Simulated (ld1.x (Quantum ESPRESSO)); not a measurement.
# Eu, TM: configuration errors across variants

```
Element                 : Eu
Generator               : ld1.x (Quantum ESPRESSO) 7.5
Type                    : norm-conserving Troullier–Martins (Kleinman–Bylander form)
Functional              : PBEsol
Relativity              : scalar-relativistic
Frozen core             : [Kr] 4d10 4f6
Valence charge          : 11
Reference configuration : 5s2 5p6 5d1.5 6s1.5 6p0
Partial waves           : 5s (bound): rc 2.20 bohr; 5p (bound): rc 2.70 bohr; 5d (bound): rc 2.85 bohr
Local potential         : the d channel
Core correction         : none
```

Occupied shells without a wave of their own: 6s. They enter only through the test configuration that unscreens the potential.

All-electron excitation energies from the reference (eV): (1) 5s2 5p6 5d1 6s2 6p0 -0.761; (2) 5s2 5p6 5d1 6s1 6p0 5.817; (3) 5s2 5p6 5d1 6s0 6p0 17.699; (4) 5s2 5p6 5d0 6s0 6p0 37.434; (5) 5s2 5p6 5d1 6s0 6p2 5.013; (6) 5s2 5p6 5d0 6s2 6p1 1.192; (7) 5s2 5p6 5d1 6s0 6p1 9.325.

For the base: The 6s level has no wave, so the channel is fitted at the deeper level alone: the likely source of the large errors.

On the changes marked as counting shells twice: ld1.x takes every shell without a wave as core, so the model core holds the marked electrons as well and exchange and correlation see them twice. This cancels in the reference configuration, but the file is broken for other ones, and its errors say nothing about a proper core correction.

Tests that are not counted but printed errors over 1 eV. “type TM semilocal; local potential the p channel”: 5s2 5p6 5d1 6s2 6p0 (pseudo-atom not self-consistent, printed error -693 eV); 5s2 5p6 5d1 6s0 6p2 (an occupied level unbound or not found, printed error -23.8 eV); 1 more. “all radii scaled by about 1.38 (s 3.02, p 3.72, d 3.92 bohr)”: 5s2 5p6 5d1 6s2 6p0 (an occupied level unbound or not found, printed error -5.8 eV); 5s2 5p6 5d0 6s2 6p1 (solver errors, printed error -19.6 eV).

4 further variants failed, have other tests or another functional or relativity, and are left out.

The file “base” misses its own reference levels by 0.4 eV. The file “core correction a·sin(br)/r model core inside 1.44 bohr (6s counted twice)” misses its own reference levels by 0.4 eV. The file “wave 5s (bound): rc 2.20 bohr becomes 5s (bound): rc 2.14 bohr” misses its own reference levels by 0.4 eV. The file “wave 5d (bound): rc 2.85 bohr becomes 5d (bound): rc 1.76 bohr” misses its own reference levels by 0.3 eV. The file “type TM semilocal; local potential the p channel” misses its own reference levels by 1.0 eV. The file “all radii scaled by about 1.38 (s 3.02, p 3.72, d 3.92 bohr)” misses its own reference levels by 12.9 eV. The file “wave 5p (bound): rc 2.70 bohr becomes 5p (bound): rc 4.06 bohr” misses its own reference levels by 0.4 eV.

Errors AE − PS in meV (a dash: test not solved or not reliable):

| change | (1) | (2) | (3) | (4) | (5) | (6) | (7) | bound ghosts |
| --- | --- | --- | --- | --- | --- | --- | --- | --- |
| base | -205 | +265 | +1043 | +1416 | +921 | -129 | +1022 | none |
| core correction a·sin(br)/r model core inside 1.44 bohr (6s counted twice) | -210 | +179 | +491 | +525 | +861 | -193 | +933 | none |
| wave 5s (bound): rc 2.20 bohr becomes 5s (bound): rc 2.14 bohr | -210 | +272 | +1072 | +1458 | +939 | -136 | +1045 | none |
| wave 5d (bound): rc 2.85 bohr becomes 5d (bound): rc 1.76 bohr | -153 | +197 | +783 | +1054 | +971 | +81 | +979 | none |
| type TM semilocal; local potential the p channel | – | -725 | -2868 | -4055 | – | – | -11104 | not determined |
| all radii scaled by about 1.38 (s 3.02, p 3.72, d 3.92 bohr) | – | +8677 | +4452 | +2211 | +6344 | – | +5552 | not determined |
| wave 5p (bound): rc 2.70 bohr becomes 5p (bound): rc 4.06 bohr | -205 | +265 | +1035 | +1385 | +1014 | -53 | +1110 | none |

Q: Give the same row for: local potential the p channel.

A: +78, -107, -386, -579, –, -4120, -8458; bound ghosts: not determined. Not counted: 5s2 5p6 5d1 6s0 6p2 (an occupied level unbound or not found, printed error -13.1 eV).
